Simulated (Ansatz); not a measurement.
`OC(F)(F)[SiH2]Cl` + `CC[SiH2][TeH]` → `C[SiH2]C(O)(F)F` + `ClC[SiH2][TeH]`  (redistribution)

Computed with Ansatz on PBE0-D4/def2-TZVP structures; ΔE is electronic, products minus reactants. CCSD(T)/CBS adds triple-zeta CCSD(T) − MP2 to the extrapolated MP2 energy (def2 sets, frozen cores). DFT in def2-TZVPP. B3LYP here is the variant with VWN-RPA as its local correlation; programs differ in this. def2 core potentials past Kr. For Te outer-core shells are correlated without core-valence functions, which leaves a few kJ/mol of doubt a bond. Each species was taken in one conformer, which may not be the lowest.

Question: Is it downhill or uphill in electronic energy at CCSD(T)/CBS, and by how much? (An estimate is asked.)

Answer: The calculation gave: Uphill: ΔE = +1.14 eV.

Question: What do these levels give: PBE0-D4, B3LYP, MP2/def2-TZVPP, SCS-MP2/def2-TZVPP, CCSD(T)/def2-TZVPP, CCSD/CBS(def2)? (Best estimate.)

Answer: The calculation gave: PBE0-D4 1.13, B3LYP 1.09, MP2/def2-TZVPP 1.18, SCS-MP2/def2-TZVPP 1.16, CCSD(T)/def2-TZVPP 1.13, CCSD/CBS(def2) 1.15 eV.

Largest T1 diagnostic among the species: 0.012.

From PBE to PBE0 (25 % exact exchange), in def2-TZVPP and without D4, ΔE moves by +0.05 eV.
